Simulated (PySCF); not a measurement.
Symmetry of computed structures. Computed, not measured: PySCF, PBE0-D3(BJ)/def2-SVP geometry optimisation, gas phase, def2 core potentials past Kr. The symmetry is that of the one conformer found, every atom within 0.08 Å of its image; none is proved a minimum here. The geometries of the anions come from a basis without diffuse functions.

(1) Point group, rotor type and polarity of `[IrH2]` [radical]?

(2) [MoO4]2- (`[O]=[Mo-2](=[O])(=[O])=[O]`): symmetry, top, dipole?

(3) `[Br:1][P:2]([Br:3])[Br:4]`: symmetry, top, dipole?

Results:

(1) C2v; near-oblate asymmetric top; symmetry number 2; 4 operations, which sort the 3 atoms into 2 sets; dipole 1.87 D, along b, the twofold axis; A, B, C = 214264, 209700, 105979 MHz.

(2) Td; spherical top; symmetry number 12; 24 operations, which sort the 5 atoms into 2 sets; dipole about the centre of mass forbidden by symmetry (computed 0.00 D).

(3) C3v; oblate symmetric top; symmetry number 3; 6 operations, which sort the 4 atoms into 2 sets; dipole 0.44 D, along the axis; A, B, C = 1014, 1009, 535.6 MHz; heavy atoms equivalent by symmetry: Br1/Br3/Br4.
